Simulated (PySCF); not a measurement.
PySCF 2.14 output of an unrestricted M06-2X calculation on a single atom or ion in x2c-QZVPPall with one added diffuse shell each of s, p type (8s5p2d1f, 40 functions), with the spin-free X2C one-electron Hamiltonian (Gaussian nucleus):

```
SCF conv_tol = 1e-09
number electrons alpha = 3  beta = 1
    Y. Zhao and D. G. Truhlar.,  Theor. Chem. Acc. 120, 215 (2008)
    Y. Zhao and D. G. Truhlar.,  Theor. Chem. Acc. 120, 215 (2008)
cycle= 1 E= -14.5684185501831  delta_E= -0.00208  |g|= 0.00607  |ddm|= 0.0903
cycle= 2 E= -14.5684706718612  delta_E= -5.21e-05  |g|= 0.00165  |ddm|= 0.0157
cycle= 3 E= -14.5684777857515  delta_E= -7.11e-06  |g|= 0.00035  |ddm|= 0.00755
cycle= 4 E= -14.5684781684124  delta_E= -3.83e-07  |g|= 4.32e-05  |ddm|= 0.00208
cycle= 5 E= -14.5684781734037  delta_E= -4.99e-09  |g|= 4.83e-06  |ddm|= 0.000214
cycle= 6 E= -14.5684781734502  delta_E= -4.64e-11  |g|= 4.65e-07  |ddm|= 1.4e-05
converged SCF energy = -14.5684781734502  <S^2> = 2.0000203  2S+1 = 3.0000135
```

The run itself started from symmetry-adapted Hartree-Fock orbitals and held the occupation by maximum overlap, on a logarithmic radial grid, so the iterations belong to that start.

Question: Which element, charge and spin multiplicity is this?

Answer: Be (beryllium, neutral), multiplicity 3; the state was [He] 2s1 2p1, high-spin 3P determinant (an excited configuration).
